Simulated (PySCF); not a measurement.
Isomers of C5H8F3NSi, mass 167.038 u with the commonest isotopes. Computed with PBE0/pcSseg-1 in PySCF (dipole) on a GFN2-xTB geometry, gas phase. One conformer each, none proved a minimum here; rigid rotors.

Problem. Order these by out-of-plane moment Σ m c² = (Ia + Ib − Ic)/2, largest first.
A. `[N:1]#[C:2][CH2:3][CH2:4][C@@H:5]([SiH3:6])[C:7]([F:8])([F:9])[F:10]` with C2–C3–C4–C5 -59°, C3–C4–C5–Si6 160°
B. `[CH:1]#[C:2][CH2:3][CH2:4][NH:5][SiH2:6][C:7]([F:8])([F:9])[F:10]` with C2–C3–C4–N5 -60°, C3–C4–N5–Si6 -86°, C4–N5–Si6–C7 -179°
C. `[CH3:1][C:2]#[C:3][SiH2:4][NH:5][CH2:6][C:7]([F:8])([F:9])[F:10]` with C3–Si4–N5–C6 73°, Si4–N5–C6–C7 -80°
D. `[CH2:1]=[N:2][SiH2:3][C@@H:4]1[CH2:5][C@H:6]1[C:7]([F:8])([F:9])[F:10]` with C1–N2–Si3–C4 117°, N2–Si3–C4–C5 139°
E. `[CH3:1][C:2]#[C:3][Si@@:4]([CH3:5])([NH2:6])[C:7]([F:8])([F:9])[F:10]` with C3–Si4–N6–H -75° and 70°
F. `[CH2:1]=[CH:2]/[N:3]=[CH:4]\[C@@H:5]([SiH3:6])[C:7]([F:8])([F:9])[F:10]` with C1–C2–N3–C4 -63°, N3–C4–C5–Si6 109°

Solution. E (120.64 u·Å²), A (102.53 u·Å²), F (86.66 u·Å²), B (69.81 u·Å²), D (57.81 u·Å²), C (56.29 u·Å²).

Problem. Order these by rotational constant C, largest first.
A. `[CH3:1][C:2]#[C:3][SiH2:4][NH:5][CH2:6][C:7]([F:8])([F:9])[F:10]` with C3–Si4–N5–C6 73°, Si4–N5–C6–C7 -80°
B. `[CH2:1]=[CH:2]/[N:3]=[CH:4]/[C@@H:5]([SiH3:6])[C:7]([F:8])([F:9])[F:10]` with C1–C2–N3–C4 -179°, N3–C4–C5–Si6 90°
C. `[CH:1]#[C:2][CH2:3][CH2:4][NH:5][SiH2:6][C:7]([F:8])([F:9])[F:10]` with C2–C3–C4–N5 -60°, C3–C4–N5–Si6 -86°, C4–N5–Si6–C7 -179°
D. `[CH2:1]=[CH:2]/[N:3]=[CH:4]\[C@@H:5]([SiH3:6])[C:7]([F:8])([F:9])[F:10]` with C1–C2–N3–C4 -63°, N3–C4–C5–Si6 109°
E. `[N:1]#[C:2][CH2:3][CH2:4][C@@H:5]([SiH3:6])[C:7]([F:8])([F:9])[F:10]` with C2–C3–C4–C5 -59°, C3–C4–C5–Si6 160°
F. `[CH3:1][C:2]#[C:3][Si@@:4]([CH3:5])([NH2:6])[C:7]([F:8])([F:9])[F:10]` with C3–Si4–N6–H -75° and 70°
G. `[CH2:1]=[N:2][SiH2:3][C@@H:4]1[CH2:5][C@H:6]1[C:7]([F:8])([F:9])[F:10]` with C1–N2–Si3–C4 117°, N2–Si3–C4–C5 139°

Solution. E (658.2 MHz), D (641.5 MHz), F (627.1 MHz), A (561.5 MHz), G (531.1 MHz), B (518.7 MHz), C (489.0 MHz).

Problem. Order these by rotational constant A, smallest first.
A. `[CH2:1]=[CH:2]/[N:3]=[CH:4]\[C@@H:5]([SiH3:6])[C:7]([F:8])([F:9])[F:10]` with C1–C2–N3–C4 -63°, N3–C4–C5–Si6 109°
B. `[CH2:1]=[N:2][SiH2:3][C@@H:4]1[CH2:5][C@H:6]1[C:7]([F:8])([F:9])[F:10]` with C1–N2–Si3–C4 117°, N2–Si3–C4–C5 139°
C. `[CH:1]#[C:2][CH2:3][CH2:4][NH:5][SiH2:6][C:7]([F:8])([F:9])[F:10]` with C2–C3–C4–N5 -60°, C3–C4–N5–Si6 -86°, C4–N5–Si6–C7 -179°
D. `[N:1]#[C:2][CH2:3][CH2:4][C@@H:5]([SiH3:6])[C:7]([F:8])([F:9])[F:10]` with C2–C3–C4–C5 -59°, C3–C4–C5–Si6 160°
E. `[CH2:1]=[CH:2]/[N:3]=[CH:4]/[C@@H:5]([SiH3:6])[C:7]([F:8])([F:9])[F:10]` with C1–C2–N3–C4 -179°, N3–C4–C5–Si6 90°
F. `[CH3:1][C:2]#[C:3][Si@@:4]([CH3:5])([NH2:6])[C:7]([F:8])([F:9])[F:10]` with C3–Si4–N6–H -75° and 70°

Solution. F (1412 MHz), D (1445 MHz), A (1595 MHz), E (1773 MHz), B (1972 MHz), C (2059 MHz).

```tsv
SMILES	point group	Ia (u·Å²)	Ib (u·Å²)	Ic (u·Å²)	κ	μa (D)	μb (D)	μc (D)
C=C/N=C\[C@@H]([SiH3])C(F)(F)F	C1	316.90	644.18	787.77	-0.70	0.74	1.71	0.83
CC#C[Si@@](C)(N)C(F)(F)F	C1	357.82	689.40	805.94	-0.73	3.29	2.29	0.78
C#CCCN[SiH2]C(F)(F)F	C1	245.47	927.67	1033.52	-0.93	2.96	1.57	0.35
N#CCC[C@@H]([SiH3])C(F)(F)F	C1	349.75	623.11	767.81	-0.61	1.01	0.91	3.02
C=N[SiH2][C@@H]1C[C@H]1C(F)(F)F	C1	256.25	810.98	951.60	-0.87	2.98	0.95	0.60
CC#C[SiH2]NCC(F)(F)F	C1	358.44	654.20	900.07	-0.50	0.62	0.19	0.33
C=C/N=C/[C@@H]([SiH3])C(F)(F)F	C1	285.00	805.47	974.39	-0.83	1.18	1.23	0.64
```
